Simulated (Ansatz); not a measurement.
Ansatz input wanted

InCl3: 4 atoms, total charge 0, spin state triplet. As SMILES of the parent species, `[Cl][In]([Cl])[Cl]`. Geometry: relaxed at PBE0-D4/def2-TZVP. That shape belongs to the parent species and isn't relaxed for this state.

```xyz
4

Cl   -0.2029    0.5215    2.2136
In    0.0144   -0.0148   -0.0053
Cl    1.0159   -1.9852   -0.6153
Cl   -0.7720    1.4183   -1.6132
```

Settings wanted:

```yaml
basis_set: def2-SVP
core_potential: def2-SVP
integral_approximation: none
task: energy
method: DFT
functional: PBE
dispersion: none
reference: UKS
relativity: none
accuracy: high
start_density: atoms
```

Q: Write the Ansatz 0.2.0 input and the command.

A: One that was run (others would do as well):

run.yaml:
```yaml
crystal:
  periodic: [false, false, false]
  atoms:
    - {symbol: Cl, position_ang: [-0.202900, 0.521500, 2.213600]}
    - {symbol: In, position_ang: [0.014400, -0.014800, -0.005300]}
    - {symbol: Cl, position_ang: [1.015900, -1.985200, -0.615300]}
    - {symbol: Cl, position_ang: [-0.772000, 1.418300, -1.613200]}
basis:
  gaussian:
    orbitals: def2-SVP
hamiltonian:
  xc: pbe
output: {orbitals: {seedname: orbitals}}
accuracy: high
magnetization:
  spin_polarized: true
  initial_magnetization: 2
```

```bash
$ ansatz run run.yaml --threads 1 --pin off --max-ram 3480MiB --events-out events.jsonl --progress --plain --runs-dir runs
```

Calculated total energy: -1569.72045 Eh.
